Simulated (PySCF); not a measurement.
Molecule: SMILES O=C=C(CF)CCl, C4H4ClFO.

Bonds (- single, = double, # triple, : aromatic): O1=C2, C2=C3, C3-C4, C4-F5, C3-C6, C6-Cl7. C4 carries H8, H9; C6 carries H10, H11.

Frames of a GFN2-xTB Langevin trajectory at 200 K; GIAO PBE0/pcSseg-1 shieldings in PySCF 2.14, gas phase, non-relativistic; equivalent atoms averaged within each frame.

References, each an isolated molecule treated in the same way: 17O (σref 336.08) against H2O; 13C (σref 186.93) and 1H (σref 31.72) against TMS; CFCl3 for 19F (σref 170.95); HCl for 35Cl (σref 949.78). The references are static minima.

**Question.** How do the shifts (ppm) fluctuate along the trajectory?

**Answer.** 
```
         time (fs)     O1     C2    C4    C6    C3      F5  Cl7  H8/H9  H10/H11
               250  399.0  200.7  90.3  68.7  36.7  -225.4  240   6.02     5.90
               425  390.9  200.4  89.8  47.6  36.0  -225.2  140   5.96     4.52
               625  388.6  196.4  83.0  50.2  36.2  -225.6  151   5.61     4.93
               800  383.6  196.8  81.0  49.9  36.2  -226.3  142   5.66     4.49
              1000  396.6  202.0  83.0  44.0  32.0  -231.4  116   5.40     4.86
    mean of frames  391.7  199.3  85.4  52.1  35.4  -226.8  158   5.73     4.94
standard deviation    6.2    2.5   4.3   9.6   1.9     2.6   48   0.26     0.57
```

5 frames give an uncertainty of the mean of about the standard deviation over 2.2 at best, since frames this close in time may not be independent; classical motion lacks zero-point vibration, and the reference would need the same averaging.
